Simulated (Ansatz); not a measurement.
Consider the atomization: `F[SiH2]C#[C][GeH3]` → 2 C• + F• + Ge• + 5 H• + Si•.

Isolated molecules relaxed with PBE0-D4/def2-TZVP in Ansatz; ΔE leaves out vibrations. CBS: MP2 limit from def2 TZ/QZ plus the TZ coupled-cluster correction, frozen cores. This one scheme is used for every species, atoms too. Functionals use def2-TZVPP. Open shells (•) are unrestricted, without spin–orbit coupling. Spin–orbit coupling would lower the free atoms: a little for C, F, Si; clearly for Ge. For Ge outer-core shells are correlated without core-valence functions, so the limit isn't a true one: a few kJ/mol of doubt a bond, and 10 to 20 or more in all where bonds break to atoms. Scalar relativity is left out up to krypton.

| level | ΔE (kJ/mol) |
| --- | --- |
| CAM-B3LYP-D4 | 3632.7 |
| r2SCANh | 3602.2 |
| HF/def2-SVP | 2672.1 |
| HF/def2-TZVPP | 2689.0 |

**Question.** What does CCSD(T)/CBS give? (An estimate is asked.)

**Answer.** The calculation gave: +3644.1 kJ/mol. The listed levels differ from it by -11.4, -41.9, -972.0, -955.1 kJ/mol.

Largest T1 diagnostic among the species: 0.012.

At CCSD(T), def2-SVP lies −231.4 kJ/mol from the extrapolated value and def2-TZVPP −85.2 kJ/mol: correlation converges slowly with the basis, and small sets miss more of it in the bonded molecule than in its fragments. From PBE to PBE0 (25 % exact exchange), in def2-TZVPP and without D4, ΔE moves by −55.0 kJ/mol: exact exchange takes away binding that semilocal exchange gives to molecules. Leaving LDA and LC-ωPBE aside and taking each functional with its dispersion term where it has one, the values, not all of them listed here, spread over 137.8 kJ/mol, from BHLYP-D4 to PBE-D4. LDA lies +466.5 kJ/mol from PBE without D4, its usual overbinding.

For atomizations the MP2-based limit and the directly extrapolated one differ by several kJ/mol either way, and by 10 to 25 for some Ge, Se and Sn compounds, so smaller differences from it don't rank the levels.
